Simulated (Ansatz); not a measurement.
HGe, doublet, at a GFN2-xTB geometry. Base run: Ansatz (a first-principles code) with SVWN5/pcseg-1.

Ansatz was given this input:
Ansatz 0.2 input:
```yaml
crystal:
  periodic: [false, false, false]
  atoms:
    - {symbol: Ge, position_ang: [-0.00000000, -0.00000000, -0.04951318]}
    - {symbol: H, position_ang: [0.00000000, 0.00000000, 1.58442176]}
basis:
  gaussian:
    orbitals: pcseg-1.json
hamiltonian:
  xc: {name: SVWN5}
magnetization: {spin_polarized: true, initial_magnetization: 1}
```
The basis file holds pcseg-1 in the JSON format of the Basis Set Exchange.

Variants of this job, named by their change:

```
change               basis functions       E (Eh)
-------------------  ---------------  -----------
base                              32  -2074.14306
basis = pcseg-0                   24  -2071.81751
basis = 3-21G                     25  -2064.29777
basis = cc-pVDZ                   32  -2074.32584
basis = 6-31G*                     …            …
basis = aug-pcseg-1               45  -2074.14387
basis = aug-cc-pVDZ               45            …
basis = def2-SVPD                 46  -2074.09461
basis = pc-2                      57  -2074.42012
basis = cc-pVTZ                   57            …
basis = def2-TZVPD                 …            …
basis = cc-pVQZ                   98  -2074.40064
basis = def2-QZVP                105  -2074.41189
```

Task: Complete the blanks.

Result: 
- basis = 6-31G*, basis functions: 37
- basis = 6-31G*, E (Eh): -2074.08397
- basis = aug-cc-pVDZ, E (Eh): -2074.32726
- basis = cc-pVTZ, E (Eh): -2074.39675
- basis = def2-TZVPD, basis functions: 63
- basis = def2-TZVPD, E (Eh): -2074.35830

Totals compare only among sets that treat the same electrons; sets with core potentials leave the core out.
